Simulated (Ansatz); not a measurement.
Sn₃⁻. The state is a doublet with charge -1. Geometry r2SCAN-D4/def2-SVPD, basis def2-TZVPD, Ansatz.

```xyz
3

Sn   -1.303   -0.148   -1.700
Sn    0.511    0.942    1.860
Sn    0.793   -0.794   -0.160
```

| run | HOMO (eV) | LUMO (eV) |
| --- | --- | --- |
| A | 0.17 | 0.68 |
| B | 0.04 | 0.84 |
| C | 0.48 | 0.67 |
| D | -0.32 | 1.19 |

In the def2 sets Sn takes a core potential; there is no spin–orbit coupling. HSE06 is defined as in plane-wave codes, on full-range PBE exchange. Another isomer (doublet) lies 0.86 eV lower at PBE0-D4/def2-TZVPD; other spin states weren't run for this one.

HOMO and LUMO are taken over both spins.

Task: The runs used HSE06, PBE, PBE0, r2SCAN. Estimate which is which.

Result: A r2SCAN (0 % exact exchange); B HSE06 (range-separated); C PBE (0 % exact exchange); D PBE0 (25 % exact exchange). Exact exchange lowers occupied and raises empty levels; among semilocal functionals meta-GGAs tend to open the gap a little, and such runs are hard to tell apart. The gap grows from 0.19 eV (PBE) to 1.51 eV (PBE0). At r2SCAN-D4/def2-TZVPD, HSE06-D4/def2-TZVPD, PBE0-D4/def2-TZVPD the charge -1 doublet is spin-contaminated (final ⟨S²⟩ up to 0.89, 0.75 for a pure state). At r2SCAN-D4/def2-TZVPD, HSE06-D4/def2-TZVPD, PBE-D4/def2-TZVPD the highest occupied level of the charge -1 doublet lies above zero (up to 0.48 eV). It is a level of α spin, whose loss leaves a singlet; that state wasn't run at this geometry and level. The electron is either unbound and held by the finite basis, or the level is raised by self-interaction error.
